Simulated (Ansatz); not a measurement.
Basis sets compared for Cd5Te4I2, a halide-capped cluster cut from zinc blende CdTe (2 I on the cations). The state is a singlet with charge 0. Geometry PBE-D4/def2-SVP. Ansatz on 2 threads of AMD EPYC 7R13 on a shared host and a share (18 GiB) of an NVIDIA H100 80GB HBM3; times are rough, and most runs start from earlier orbitals.

```xyz
11

Cd   -2.167   -0.446   -2.202
Cd   -0.265    2.534   -1.742
Cd   -2.131    1.218    0.726
Cd   -0.193   -2.334    0.433
Cd    1.908    1.031    1.000
Te   -3.025    2.162   -1.730
Te   -1.121   -2.835   -2.113
Te    2.302    2.541   -1.277
Te   -0.444   -0.096    2.281
I     1.302   -3.982    1.941
I     3.834    0.207    2.683
```

In the def2 sets Cd, I, Te take a core potential; there is no spin–orbit coupling. Single mean-field runs in def2-TZVP are fitted with def2-universal-jkfit.

Binding counts from free atoms (Cd singlet, Te triplet, I doublet) in the same basis, without a counterpoise term.

```
           level  functions  energy (Eh)  HOMO (eV)  LUMO (eV)  binding per atom (eV)  wall time
 PBE-D4/def2-SVP        311   -2506.5602      -5.35      -3.94                   1.64        6 s
PBE0-D4/def2-SVP        311   -2506.6445      -6.33      -3.43                   1.64      7.5 s
```

Estimate the rows for PBE-D4/def2-TZVP, PBE0-D4/def2-TZVP (with forces).


```csv
level,functions,energy (Eh),HOMO (eV),LUMO (eV),binding per atom (eV),wall time
PBE-D4/def2-TZVP,500,-2506.8289,-5.41,-3.92,1.64,8.5 s
PBE0-D4/def2-TZVP (with forces),500,-2506.9028,-6.37,-3.37,1.64,11 s
```
